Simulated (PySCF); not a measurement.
The vertical singlet excitations below were computed for one of the candidates. Method: TDDFT CAM-B3LYP/def2-SVPD, vertical, gas phase, core orbitals frozen in the response in PySCF 2.14.0, density-fitted response routines. Geometries: PBE0-D3(BJ)/def2-SVP, one conformer each.

```tsv
state	E (eV)	λ (nm)	f
S1	6.30	196.9	0.0033
S2	6.69	185.5	0.163
S3	7.39	167.8	0.025
S4	7.61	163.0	0.0011
S5	7.64	162.3	0.0059
S6	7.89	157.2	0.012
S7	7.97	155.5	0.030
S8	8.07	153.6	0.032
S9	8.09	153.2	0.0062
S10	8.42	147.2	0.0040
```

Triplets computed (Tamm–Dancoff): 4.26, 6.00, 7.00, 7.34 eV.

Question: Which candidate is it? All have the formula C4H6O2S.
A. `C=CS(=O)(=O)C=C`
B. `CS(=O)(=O)C1=CC1`
C. `O=S1(=O)C=CCC1`

Answer: C. Its S1, at 6.30 eV, is the highest among the candidates; the nearest of the others has S1 at 5.84 eV. S1 is HOMO-1→LUMO (86%), HOMO→LUMO (10%). Löwdin shares by element: HOMO oxygen 44%, carbon 42% or more; LUMO carbon 72% or more, sulfur 6% (atoms not listed hold the other 23%). At the same level the other candidates give, for their lowest levels:
- `C=CS(=O)(=O)C=C`: 5.78 eV (f 0.007); 6.33 eV (f 0.106); 6.77 eV (f 0.007); 6.89 eV (f 0.011); 6.92 eV (f 0.399); T1 4.14 eV; HOMO -9.75, LUMO -0.64 eV
- `CS(=O)(=O)C1=CC1`: 5.84 eV (f 0.001); 6.00 eV (f 0.142); 6.79 eV (f 0.007); 7.11 eV (f 0.004); 7.34 eV (f 0.003); T1 3.80 eV; HOMO -9.45, LUMO -0.22 eV
